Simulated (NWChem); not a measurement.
# C₄H₅Cl; SMILES C=C=C(C)Cl

```xyz
10

C      0.6326    -2.4033     0.0000
C      0.1553    -1.1865     0.0000
C     -0.3384     0.0223     0.0000
C     -1.7928     0.3987     0.0000
Cl     0.7788     1.4112     0.0000
H      0.8433    -2.9352     0.9269
H      0.8433    -2.9352    -0.9269
H     -2.0368     0.9974    -0.8852
H     -2.0368     0.9974     0.8852
H     -2.4130    -0.5023     0.0000
```
Atoms are numbered in this order, from 1.

Computed with NWChem. The geometry was optimised at B3LYP/6-31G* (spherical d). Isolated, static molecule.

GIAO at PBE/pcSseg-1: principal shieldings of C1 are 15.7, 104.1, 162.8 ppm; an isolated tetramethylsilane molecule has σ = 180.8 ppm at the same levels.

Q: Find the isotropic 13C shift, its principal values, the span and the skew.

A: 
1. σ(iso) = one third of the sum = 94.2 ppm.
2. δ = σ(reference) − σ = 86.6 ppm against tetramethylsilane.
3. δ11, δ22, δ33 = 165.1, 76.7, 18.0 ppm.
4. Span Ω = δ11 − δ33 = 147.1 ppm; skew κ = 3(δ22 − δ(iso))/Ω = -0.20.
